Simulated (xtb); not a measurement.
xtb input file for bromotrifluoromethane cation (CBrF3), SMILES FC(F)(F)Br (connectivity only; charge and spin as stated), charge +1, multiplicity 2, GFN2-xTB. 

```
$ xtb mol.xyz --gfn 2 --sp --chrg 1 --uhf 1 --json
$ cat mol.xyz
5

F      1.07766953     0.62219279    -1.41009404
C      0.00000000     0.00000000    -1.19943542
F      0.00000001    -1.24438559    -1.41009404
F     -1.07766954     0.62219279    -1.41009405
Br    -0.00000000     0.00000000     1.29340433
```

Program output:

```
[banner left out]
          |                Calculation Setup                |
           -------------------------------------------------



           -------------------------------------------------
          |                 G F N 2 - x T B                 |
           -------------------------------------------------

        Reference                      10.1021/acs.jctc.8b01176
      * Hamiltonian:
        H0-scaling (s, p, d)           1.850000    2.230000    2.230000
        zeta-weighting                 0.500000
      * Dispersion:
        s8                             2.700000
        a1                             0.520000
        a2                             5.000000
        s9                             5.000000
      * Repulsion:
        kExp                           1.500000    1.000000
        rExp                           1.000000
      * Coulomb:
        alpha                          2.000000
        third order                    shell-resolved
        anisotropic                    true
        a3                             3.000000
        a5                             4.000000
        cn-shift                       1.200000
        cn-exp                         4.000000
        max-rad                        5.000000


          ...................................................
          :                      SETUP                      :
          :.................................................:
          :  # basis functions                  26          :
          :  # atomic orbitals                  25          :
          :  # shells                           11          :
          :  # electrons                        31          :
          :  max. iterations                   250          :
          :  Hamiltonian                  GFN2-xTB          :
          :  restarted?                      false          :
          :  GBSA solvation                  false          :
          :  PC potential                    false          :
          :  electronic temp.          300.0000000     K    :
          :  accuracy                    1.0000000          :
          :  -> integral cutoff          0.2500000E+02      :
          :  -> integral neglect         0.1000000E-07      :
          :  -> SCF convergence          0.1000000E-05 Eh   :
          :  -> wf. convergence          0.1000000E-03 e    :
          :  Broyden damping             0.4000000          :
          :  net charge                          1          :
          :  unpaired electrons                  1          :
          ...................................................

 iter      E             dE          RMSdq      gap      omega  full diag
   1    -19.7699854 -0.197700E+02  0.528E+00    5.88       0.0  T
   2    -19.8448158 -0.748304E-01  0.327E+00    2.92       1.0  T
   3    -19.8536888 -0.887301E-02  0.251E+00    3.37       1.0  T
   4    -19.8535947  0.941546E-04  0.148E+00    3.23       1.0  T
   5    -19.8542080 -0.613302E-03  0.443E-01    3.37       1.0  T
   6    -19.8542597 -0.516801E-04  0.205E-01    3.41       1.0  T
   7    -19.8542777 -0.180600E-04  0.159E-01    3.42       1.0  T
   8    -19.8542818 -0.402995E-05  0.864E-02    3.42       1.0  T
   9    -19.8542827 -0.935118E-06  0.189E-02    3.42       2.4  T
  10    -19.8542827 -0.941976E-08  0.159E-02    3.42       2.8  T
  11    -19.8542827 -0.184996E-07  0.705E-03    3.42       6.3  T
  12    -19.8542827 -0.818501E-08  0.413E-04    3.42     108.2  T
  13    -19.8542827 -0.336229E-10  0.917E-05    3.42     487.7  T

   *** convergence criteria satisfied after 13 iterations ***

         #    Occupation            Energy/Eh            Energy/eV
      -------------------------------------------------------------
         1        2.0000           -1.1996799             -32.6450
       ...           ...                  ...                  ...
        10        2.0000           -0.8530846             -23.2136
        11        2.0000           -0.8455149             -23.0076
        12        2.0000           -0.8455149             -23.0076
        13        2.0000           -0.8422241             -22.9181
        14        1.9999           -0.7541931             -20.5226
        15        1.5000           -0.7453685             -20.2825
        16        1.5000           -0.7453685             -20.2825 (HOMO)
        17                         -0.6197321             -16.8638 (LUMO)
        18                         -0.2719684              -7.4006
        19                         -0.2719684              -7.4006
        20                         -0.2660413              -7.2394
        21                         -0.2660413              -7.2394
       ...                                ...                  ...
        25                          0.0144350               0.3928
      -------------------------------------------------------------
                  HL-Gap            0.1256364 Eh            3.4187 eV
             Fermi-level           -0.7139593 Eh          -19.4278 eV

 SCC (total)                   0 d,  0 h,  0 min,  0.004 sec
 SCC setup                      ...        0 min,  0.000 sec (  2.823%)
 Dispersion                     ...        0 min,  0.000 sec (  1.178%)
 classical contributions        ...        0 min,  0.000 sec (  0.661%)
 integral evaluation            ...        0 min,  0.001 sec ( 14.762%)
 iterations                     ...        0 min,  0.002 sec ( 56.213%)
 molecular gradient             ...        0 min,  0.001 sec ( 21.949%)
 printout                       ...        0 min,  0.000 sec (  2.157%)

         :::::::::::::::::::::::::::::::::::::::::::::::::::::
         ::                     SUMMARY                     ::
         :::::::::::::::::::::::::::::::::::::::::::::::::::::
         :: total energy             -19.792247646382 Eh    ::
         :: gradient norm              0.000017283036 Eh/a0 ::
         :: HOMO-LUMO gap              3.418741118912 eV    ::
         ::.................................................::
         :: SCC energy               -19.854282480757 Eh    ::
         :: -> isotropic ES            0.179480593243 Eh    ::
         :: -> anisotropic ES          0.010360170511 Eh    ::
         :: -> anisotropic XC         -0.017993127755 Eh    ::
         :: -> dispersion             -0.002199545410 Eh    ::
         :: repulsion energy           0.062034834375 Eh    ::
         :: add. restraining           0.000000000000 Eh    ::
         :: total charge               1.000000000002 e     ::
         :::::::::::::::::::::::::::::::::::::::::::::::::::::

           -------------------------------------------------
          |                Property Printout                |
           -------------------------------------------------

    * Orbital Energies and Occupations

         #    Occupation            Energy/Eh            Energy/eV
      -------------------------------------------------------------
         1        2.0000           -1.1996799             -32.6450
       ...           ...                  ...                  ...
         4        2.0000           -1.1140081             -30.3137
         5        2.0000           -0.9716224             -26.4392
         6        2.0000           -0.9455231             -25.7290
         7        2.0000           -0.9325080             -25.3748
         8        2.0000           -0.9325080             -25.3748
         9        2.0000           -0.8530846             -23.2136
        10        2.0000           -0.8530846             -23.2136
        11        2.0000           -0.8455149             -23.0076
        12        2.0000           -0.8455149             -23.0076
Note: The following floating-point exceptions are signalling: IEEE_DENORMAL
normal termination of xtb
        13        2.0000           -0.8422241             -22.9181
        14        1.9999           -0.7541931             -20.5226
        15        1.5000           -0.7453685             -20.2825
        16        1.5000           -0.7453685             -20.2825 (HOMO)
        17                         -0.6197321             -16.8638 (LUMO)
        18                         -0.2719684              -7.4006
        19                         -0.2719684              -7.4006
        20                         -0.2660413              -7.2394
        21                         -0.2660413              -7.2394
        22                         -0.2202373              -5.9930
        23                         -0.1373439              -3.7373
        24                          0.0144349               0.3928
        25                          0.0144350               0.3928
      -------------------------------------------------------------
                  HL-Gap            0.1256364 Eh            3.4187 eV
             Fermi-level           -0.7139593 Eh          -19.4278 eV

     #   Z          covCN         q      C6AA      α(0)
     1   9 F        0.793     0.021     9.182     3.579
     2   6 C        2.858     0.563    17.868     6.928
     3   9 F        0.793     0.021     9.182     3.579
     4   9 F        0.793     0.021     9.182     3.579
     5  35 Br       0.512     0.372   169.138    20.945

 Mol. C6AA /au·bohr⁶  :        679.345443
 Mol. C8AA /au·bohr⁸  :      26398.513413
 Mol. α(0) /au        :         38.611391


Wiberg/Mayer (AO) data.
largest (>0.10) Wiberg bond orders for each atom

 ---------------------------------------------------------------------------
     #   Z sym  total        # sym  WBO       # sym  WBO       # sym  WBO
 ---------------------------------------------------------------------------
     1   9 F    1.415 --     2 C    1.167
     2   6 C    3.887 --     1 F    1.167     3 F    1.167     4 F    1.167
                             5 Br   0.387
     3   9 F    1.415 --     2 C    1.167
     4   9 F    1.415 --     2 C    1.167
     5  35 Br   0.628 --     2 C    0.387
 ---------------------------------------------------------------------------

Topologies differ in total number of bonds
Writing topology from bond orders to xtbtopo.mol

molecular dipole:
                 x           y           z       tot (Debye)
 q only:        0.000       0.000      -0.540
   full:        0.000       0.000      -0.201       0.510
molecular quadrupole (traceless):
                xx          xy          yy          xz          yz          zz
 q only:       -2.698       0.000      -2.698      -0.000      -0.000       5.397
  q+dip:       -3.967       0.000      -3.967      -0.000      -0.000       7.934
   full:       -3.948       0.000      -3.948      -0.000      -0.000       7.897


           -------------------------------------------------
          | TOTAL ENERGY              -19.792247646382 Eh   |
          | GRADIENT NORM               0.000017283036 Eh/α |
          | HOMO-LUMO GAP               3.418741118912 eV   |
           -------------------------------------------------

------------------------------------------------------------------------
------------------------------------------------------------------------
 total:
 SCF:
```

Self-consistency was reached.
